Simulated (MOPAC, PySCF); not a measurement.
[Y(NH2)3], neutral singlet in the gas phase. 

Cartesian coordinates (Å):
```xyz
10

Y     -0.0993    -0.0534     0.0290
N     -0.8998    -0.2928    -1.9653
H     -1.6724     0.2354    -2.3920
H     -0.6017    -0.9568    -2.6916
N      1.5443    -1.2924     0.6898
H      2.0218    -2.0301     0.1555
H      2.0176    -1.2792     1.6026
N     -0.9380     1.4232     1.3673
H     -0.6352     1.6254     2.3293
H     -1.7105     2.0784     1.1909
```
Charge 0, spin multiplicity 1.

All levels are single points at this geometry (TPSS-D3(BJ)/def2-SVP); Pople sets use spherical d functions. Orbital energies aren't observables, and empty levels follow the basis.

PBE/6-31G* (LANL2DZ on Y) in PySCF gives gap (eV) = 2.92.

Problem. Estimate the gap (eV) from each of these levels: B3LYP-D3(BJ)/def2-TZVP in PySCF; PBE-D3(BJ)/def2-TZVP in PySCF; TPSSh-D3(BJ)/def2-TZVP in PySCF; B3LYP/6-311+G** (LANL2DZ on Y) in PySCF; B3LYP/6-31G* (LANL2DZ on Y) in PySCF; B3LYP/LANL2DZ in PySCF; BP86/6-31G* (LANL2DZ on Y) in PySCF; M06-2X/6-31G* (LANL2DZ on Y) in PySCF; SVWN5/6-31G* (LANL2DZ on Y) in PySCF; HF/6-31G* (LANL2DZ on Y) in PySCF; PM6 in MOPAC; PM7 in MOPAC.

Solution. 
```csv
level,gap (eV)
B3LYP-D3(BJ)/def2-TZVP in PySCF,4.60
PBE-D3(BJ)/def2-TZVP in PySCF,3.12
TPSSh-D3(BJ)/def2-TZVP in PySCF,4.18
B3LYP/6-311+G** (LANL2DZ on Y) in PySCF,4.54
B3LYP/6-31G* (LANL2DZ on Y) in PySCF,4.39
B3LYP/LANL2DZ in PySCF,4.49
BP86/6-31G* (LANL2DZ on Y) in PySCF,3.00
M06-2X/6-31G* (LANL2DZ on Y) in PySCF,6.82
SVWN5/6-31G* (LANL2DZ on Y) in PySCF,2.86
HF/6-31G* (LANL2DZ on Y) in PySCF,10.73
PM6 in MOPAC,8.27
PM7 in MOPAC,9.75
```
